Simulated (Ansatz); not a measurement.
Geometry optimisation, RKS revPBE-D4/6-31G* in Ansatz.

Input file:

```yaml
crystal:
  periodic: [false, false, false]
  atoms:
    - { symbol: B, position_ang: [-0.111904, -0.301315, -0.122945] }
    - { symbol: F, position_ang: [-0.101087, -0.715695, 1.159033] }
    - { symbol: O, position_ang: [1.039817, -0.374532, -0.863878] }
    - { symbol: H, position_ang: [1.776316, -0.714135, -0.315337] }
    - { symbol: H, position_ang: [-1.143356, -0.011906, -0.65874] }
    - { symbol: O, position_ang: [0.003426, 2.024987, 1.053871] }
    - { symbol: H, position_ang: [0.97754, 2.112639, 1.022703] }
    - { symbol: H, position_ang: [-0.128851, 1.324657, 1.743793] }
basis:
  gaussian: { orbitals: "6-31G*" }
hamiltonian:
  xc: revpbe
  dispersion: d4
relax:
  f_tol: 0.03
  max_steps: 50
```

Run as:

```bash
$ ansatz run input.yaml --threads 1 --pin off --max-ram 2048MiB --backend cpu --events-out ev --progress --plain --runs-dir out
```

Where does it end, and by what steps?

The forces met the threshold. After 9 steps the energy has fallen by 0.054 eV; H7 moved furthest, 0.45 Å.

```csv
step,energy less start (eV),largest force component (eV/Å),accepted
0,0.0000,0.740,yes
1,-0.0176,0.416,yes
2,-0.0228,0.350,yes
3,-0.0288,0.695,yes
4,-0.0393,0.508,yes
5,-0.0454,0.212,yes
6,-0.0503,0.224,yes
7,-0.0522,0.268,yes
8,-0.0535,0.108,yes
9,-0.0538,0.026,yes
```

```xyz
8
Properties=species:S:1:pos:R:3
B -0.141 -0.216 -0.075
F -0.257 -0.943 1.078
O 1.102 -0.144 -0.685
H 1.761 -0.610 -0.131
H -1.118 0.091 -0.702
O -0.043 1.774 1.016
H 0.828 1.987 0.620
H 0.180 1.406 1.897
```

Whether the end is a true minimum wasn't checked by a vibrational analysis.

Time of the run: 8.9 s on 1 thread of Intel(R) Xeon(R) 6975P-C (Granite Rapids) (shared host), peak memory 0.15 GiB.
